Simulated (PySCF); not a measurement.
CH₆Cl₂Si₂, SMILES [SiH2](C[SiH2]Cl)Cl.

Geometry: PBE0-D3(BJ)/def2-SVP. Other conformers were not sampled.

The numbers are results of TDA-LC-ωPBE/def2-SVPD run with PySCF, not measurements.

Vertical excitations. Gas-phase values at a fixed geometry.

Computed UV-visible absorptions:
```
state  energy (eV)  λ (nm)      f                                                                     main pairs
-----  -----------  ------  -----  -----------------------------------------------------------------------------
S1            7.91     157  0.011                                                                 HOMO→LUMO 67 %
S2            8.01     155  0.005                         HOMO−2→LUMO 40 %, HOMO−1→LUMO 24 %, HOMO−2→LUMO+2 10 %
S3            8.07     154  0.014      HOMO−1→LUMO+2 34 %, HOMO−2→LUMO 21 %, HOMO−1→LUMO 19 %, HOMO−1→LUMO+4 6 %
S4            8.23     151  0.033           HOMO→LUMO+2 37 %, HOMO−3→LUMO 30 %, HOMO→LUMO+4 6 %, HOMO→LUMO+1 6 %
S5            8.77     141  0.046                                             HOMO→LUMO+1 59 %, HOMO→LUMO+3 10 %
S6            8.87     140  0.011                      HOMO−1→LUMO+1 36 %, HOMO−2→LUMO+1 10 %, HOMO−1→LUMO+3 8 %
S7            8.95     139  0.004                                          HOMO−2→LUMO+1 38 %, HOMO−1→LUMO+8 7 %
S8            9.06     137  0.003                            HOMO−3→LUMO 31 %, HOMO→LUMO+2 21 %, HOMO−4→LUMO 8 %
S9            9.15     135  0.041  HOMO−2→LUMO+3 12 %, HOMO−2→LUMO+2 12 %, HOMO−3→LUMO+2 10 %, HOMO−3→LUMO+1 6 %
S10           9.21     135  0.108                         HOMO−3→LUMO+1 15 %, HOMO−2→LUMO+2 9 %, HOMO−4→LUMO 7 %
T1            7.41     167      0                                               HOMO→LUMO 45 %, HOMO−2→LUMO 16 %
T2            7.46     166      0          HOMO−2→LUMO 22 %, HOMO−1→LUMO 17 %, HOMO→LUMO 16 %, HOMO−2→LUMO+2 7 %
T3            7.52     165      0      HOMO−1→LUMO+2 26 %, HOMO−1→LUMO 19 %, HOMO−2→LUMO 16 %, HOMO−1→LUMO+4 8 %
T4            7.69     161      0           HOMO→LUMO+2 29 %, HOMO−3→LUMO 28 %, HOMO→LUMO+1 7 %, HOMO→LUMO+4 6 %
```
Triplets are in the Tamm–Dancoff approximation.
